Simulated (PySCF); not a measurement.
## Working out the excitation energy of As

As [Ar] 3d10 4s2 4p3 (4S) → As [Ar] 3d10 4s2 4p2 5s1 (4P). Calculation: PySCF 2.14, in aug-cc-pVTZ-PP with ECP10MDF; scalar relativity through the core potential. Frozen: 3s2 3p6 3d10. Energies in hartree (1 hartree = 27.21139 eV):

```json
{"part": "UHF", "As (lower)": "-331.210176", "As (upper)": "-330.978592"}
{"part": "MP2 opposite-spin", "As (lower)": "-0.052762", "As (upper)": "-0.048909"}
{"part": "MP2 same-spin", "As (lower)": "-0.019585", "As (upper)": "-0.014883"}
```

Task: What does Hartree-Fock give?

Result: (-330.978592) − (-331.210176) = 0.231584 hartree = 6.302 eV.

Task: What do MP2 and SCS-MP2 (6/5 opposite-spin, 1/3 same-spin) give?

Result: The opposite-spin parts differ by 0.105 eV and the same-spin parts by 0.128 eV. MP2: 6.302 + (0.105) + (0.128) = 6.535 eV. SCS-MP2: 6.302 + 1.2 × (0.105) + (0.128)/3 = 6.471 eV.

Measured between the centres of the two terms (NIST): 6.460 eV, so MP2 (valence) is off by 0.075 eV.

What remains against the reference includes basis incompleteness, the frozen core and correlation beyond second order.
